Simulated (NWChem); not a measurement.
Species: CH$_{5}$FSi; SMILES C[SiH2]F

```xyz
8

Si     0.4992     0.1065     0.0000
C     -0.4815    -1.4757     0.0000
F     -0.5274     1.3728     0.0000
H      1.3487     0.2192     1.2202
H      1.3487     0.2192    -1.2202
H     -1.1231    -1.5423    -0.8919
H      0.1955    -2.3451     0.0000
H     -1.1231    -1.5423     0.8919
```
Atoms are numbered in this order, from 1.

All runs use the structure optimised with PBE0/def2-SVP. B3LYP is NWChem's, with the RPA form of VWN correlation.

Symmetry labels are those of Cs in the frame above (b1 and b2, or b-type labels, depend on it).

Problem. List the 4 lowest vertical singlet excitations from B3LYP/def2-SVPD, TDA (NWChem).

Solution. 
| state | energy (eV) | oscillator strength | symmetry | leading excitation (squared amplitude) |
|---|---|---|---|---|
| S1 | 8.04 | 0.009 | a' | HOMO → LUMO (0.98) |
| S2 | 8.13 | 0.010 | a" | HOMO−1 → LUMO (0.98) |
| S3 | 8.46 | 0.080 | a' | HOMO → LUMO+1 (0.99) |
| S4 | 8.52 | 0.024 | a" | HOMO−1 → LUMO+1 (0.97) |
